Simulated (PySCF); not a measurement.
A species of formula C5H11Cl2FSi has this rotational fingerprint, computed with PBE0/pcSseg-1 in PySCF (dipole) on a GFN2-xTB geometry, gas phase:

| Property | Result |
| --- | --- |
| Rotational constants | A = 1824, B = 425.5, C = 410.3 MHz |
| Dipole components | \|μa\| = 0.91 D, \|μb\| = 1.00 D, \|μc\| = 1.33 D |
| Inertial defect | -233.24 u·Å² |
| κ | -0.98 |

Question: Which structure is it? (One computed conformer of each.)
A. `[CH3:1][C@@H:2]([F:3])[Si@@H:4]([CH3:5])[CH2:6][CH:7]([Cl:8])[Cl:9]` with C1–C2–Si4–C5 72°, C2–Si4–C6–C7 70°, Si4–C6–C7–Cl8 -177°
B. `[CH3:1][C@@H:2]([CH2:3][CH:4]([Cl:5])[Cl:6])[C@@H:7]([F:8])[SiH3:9]` with C1–C2–C3–C4 179°, C2–C3–C4–Cl5 55°, C1–C2–C7–F8 -71°
C. `[CH3:1][SiH2:2][C@@:3]([F:4])([Cl:5])[CH2:6][CH2:7][CH2:8][Cl:9]` with C1–Si2–C3–F4 -51°, Si2–C3–C6–C7 -179°, C3–C6–C7–C8 -173°, C6–C7–C8–Cl9 -63°
D. `[CH3:1][CH2:2][SiH2:3][C@:4]([CH3:5])([F:6])[CH:7]([Cl:8])[Cl:9]` with C1–C2–Si3–C4 -179°, C2–Si3–C4–C5 80°, Si3–C4–C7–Cl8 -174°

Answer: C. It is C[SiH2][C@@](F)(Cl)CCCCl, a near-prolate asymmetric top, point group C1. The candidates at the same level (rigid rotor, commonest isotopes):

```json
{"SMILES": "C[C@@H](CC(Cl)Cl)[C@@H](F)[SiH3]", "A (MHz)": "1635", "B (MHz)": "472.8", "C (MHz)": "441.6", "μa (D)": "2.00", "μb (D)": "0.23", "μc (D)": "0.93", "Δ (u·Å²)": "-233.59", "point group": "C1", "rotor": "near-prolate asymmetric top"}
{"SMILES": "C[SiH2][C@@](F)(Cl)CCCCl", "A (MHz)": "1824", "B (MHz)": "425.5", "C (MHz)": "410.3", "μa (D)": "0.91", "μb (D)": "1.00", "μc (D)": "1.33", "Δ (u·Å²)": "-233.24", "point group": "C1", "rotor": "near-prolate asymmetric top"}
{"SMILES": "CC[SiH2][C@](C)(F)C(Cl)Cl", "A (MHz)": "1748", "B (MHz)": "554.2", "C (MHz)": "470.0", "μa (D)": "2.05", "μb (D)": "0.36", "μc (D)": "0.51", "Δ (u·Å²)": "-125.93", "point group": "C1", "rotor": "asymmetric top"}
{"SMILES": "C[C@@H](F)[Si@@H](C)CC(Cl)Cl", "A (MHz)": "1383", "B (MHz)": "508.3", "C (MHz)": "477.1", "μa (D)": "3.69", "μb (D)": "1.69", "μc (D)": "1.12", "Δ (u·Å²)": "-300.59", "point group": "C1", "rotor": "near-prolate asymmetric top"}
```

`CC[SiH2][C@](C)(F)C(Cl)Cl` has B 30 % too high; `C[C@@H](CC(Cl)Cl)[C@@H](F)[SiH3]` has B 11 % too high; `C[C@@H](F)[Si@@H](C)CC(Cl)Cl` has A 24 % too low. No structure here is proved a minimum.
